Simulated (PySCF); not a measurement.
Compound: C6H9F3N (doublet state).
Z-matrix (Å and degrees, PBE0-D3(BJ)/def2-SVP geometry), rows numbered from 1:
```
F 
C   1  1.3380
F   2  1.3287  1  107.67
F   2  1.3429  1  107.27  3   115.50
C   2  1.5166  1  111.11  3  -123.20
C   5  1.5310  2  112.43  1   -51.19
C   6  1.5271  5  110.58  2  -177.32
C   7  1.5417  6  111.63  5    51.21
C   8  1.4903  7  109.03  6   -49.55
N   9  1.4164  8  116.88  7    53.85
H   5  1.1041  2  105.67  1    68.04
H   6  1.1008  5  110.35  2    59.94
H   6  1.1046  5  108.25  2   -56.68
H   7  1.1039  6  109.11  5   -69.15
H   7  1.1017  6  110.13  5   174.22
H   8  1.1080  7  108.47  6    70.04
H   8  1.1005  7  110.71  6  -172.90
H   9  1.0966  8  120.92  7   -99.04
H  10  1.0220  5  107.52  2    60.87
```

The hyperfine couplings belong to this conformer and change with its torsions.

Identity: `C1C[C@@H](C(F)(F)F)N[CH]C1` [radical].

Computed with UKS B3LYP, IGLO-III on C F N, pcH-1 on H, non-relativistic, mean-field spin-orbit, GIAO in PySCF. Geometry: PBE0-D3(BJ)/def2-SVP, one conformer, isolated molecule. The SCF solution wasn't tested for stability.

Problem. Match the computed a_iso(13C) values +146.6, +56.2, +51.6, -22.0, +5.8, -4.3 MHz with the sites C2; C5; C6; C7; C8; C9.

Solution. 
```json
{"site": "C2", "a_iso (MHz)": "+5.8", "ρ(0) (bohr⁻³)": "+0.0051", "position": "3 bonds from C9", "distance from C9 (Å)": "3.69", "spin population": "0.00", "largest |T| (MHz)": "1.5"}
{"site": "C5", "a_iso (MHz)": "+56.2", "ρ(0) (bohr⁻³)": "+0.0500", "position": "2 bonds from C9", "distance from C9 (Å)": "2.37", "spin population": "+0.04", "largest |T| (MHz)": "11.2"}
{"site": "C6", "a_iso (MHz)": "-4.3", "ρ(0) (bohr⁻³)": "-0.0038", "position": "3 bonds from C9", "distance from C9 (Å)": "2.85", "spin population": "0.00", "largest |T| (MHz)": "1.3"}
{"site": "C7", "a_iso (MHz)": "+51.6", "ρ(0) (bohr⁻³)": "+0.0459", "position": "2 bonds from C9", "distance from C9 (Å)": "2.47", "spin population": "+0.04", "largest |T| (MHz)": "10.7"}
{"site": "C8", "a_iso (MHz)": "-22.0", "ρ(0) (bohr⁻³)": "-0.0196", "position": "1 bond from C9", "distance from C9 (Å)": "1.49", "spin population": "-0.08", "largest |T| (MHz)": "4.3"}
{"site": "C9", "a_iso (MHz)": "+146.6", "ρ(0) (bohr⁻³)": "+0.1304", "position": "largest spin population", "distance from C9 (Å)": "0.00", "spin population": "+1.03", "largest |T| (MHz)": "157.8"}
```

ρ(0) is the spin density at the nucleus and T the dipolar tensor; entries for several nuclei are means. The largest Mulliken spin populations are on C9 (+1.03), C8 (-0.08) and N10 (-0.06). C9 is the only atom above +0.15. The positive populations add up to 1.19 and the negative ones to -0.19, together 2S = 1. The angles at C9 add up to 354.5°, so it is nearly planar; its axial dipolar tensor and the negative coupling of its proton fit spin in a p orbital normal to that plane.

Class means assume fast exchange of nuclei equivalent by connectivity; if that motion is slow, each nucleus keeps its own coupling. The three 19F nuclei of mean +6.1 MHz run from -1.0 to 12.8 MHz in the frozen geometry.

The run took 3.0 min on x86-64 server, one thread, shared host.
